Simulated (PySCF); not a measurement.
# Polarisability and C₆ of Cu³⁺ (copper, charge +3)

[Ar] 3d8, high-spin 3F determinant. Calculation: PySCF 2.14, in aug-cc-pVQZ-PP with ECP10MDF; scalar relativity through the core potential. Coupled (time-dependent) response in atomic units; α is the mean over directions.

```tsv
method	mean α (bohr³)	C₆ (like pair)	S(−4)
PBE0	1.540	3.488	0.7862
```

S(−4) is the Cauchy moment in α(ω) = α(0) + S(−4) ω² + …

α(iu) at PBE0:

| u (hartree) | α(iu) (bohr³) |
| --- | --- |
| 0 | 1.540 |
| 0.0500 | 1.538 |
| 0.100 | 1.533 |
| 0.200 | 1.510 |
| 0.300 | 1.475 |
| 0.500 | 1.381 |
| 0.750 | 1.246 |
| 1.00 | 1.117 |
| 1.50 | 0.9020 |
| 2.00 | 0.7403 |
| 3.00 | 0.5207 |
| 5.00 | 0.2934 |

A single London oscillator, α(iu) = α/(1 + u²/ω²), gives C₆ = (3/4) ω α². Matching the computed C₆ needs ω = 4 × 3.488 / (3 × 1.540²) = 1.96 hartree.

For an ion, C₆ is the dispersion term alone; charge-induced terms of lower order in 1/R come first.

Energies and moments cover only the electrons outside the core potential.
